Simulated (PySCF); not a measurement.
CH2NO, charge +1. Atoms are numbered in the order given.

```xyz
5

N      0.0130     1.2035     0.0000
C      0.0103     0.0643     0.0000
O     -0.1112    -1.1656     0.0000
H      0.0256     2.2117     0.0000
H      0.7110    -1.6971     0.0000
```
Charge +1, spin multiplicity 1.

Geometry: PBE0-D3(BJ)/def2-TZVP. The isomer is the one that the SMILES or the coordinates give; other isomers of the formula were not compared.

Method: PBE0-D3(BJ)/def2-TZVP (PySCF).

Frequencies are harmonic and unscaled.

| mode | ν (cm⁻¹) | IR (km/mol) | Raman (Å⁴/amu) | depolarisation | moving atoms (share of kinetic energy) |
|---|---|---|---|---|---|
| 1 | 357 | 159.4 | 0.6 | 0.75 | H 69 %, N 22 %, C 9 % |
| 2 | 496 | 31.8 | 1.8 | 0.69 | C 60 %, N 21 %, H 14 % |
| 3 | 559 | 141.0 | 0.1 | 0.60 | H 89 % |
| 4 | 563 | 10.1 | 0.5 | 0.75 | C 62 %, H 23 %, O 10 % |
| 5 | 1096 | 256.8 | 2.3 | 0.71 | H 69 %, O 21 %, C 10 % |
| 6 | 1265 | 21.9 | 12.9 | 0.18 | O 48 %, N 33 %, H 14 % |
| 7 | 2527 | 267.5 | 29.1 | 0.20 | C 67 %, N 22 % |
| 8 | 3643 | 760.9 | 46.3 | 0.27 | H 94 % |
| 9 | 3707 | 527.6 | 34.7 | 0.18 | H 87 %, N 11 % |
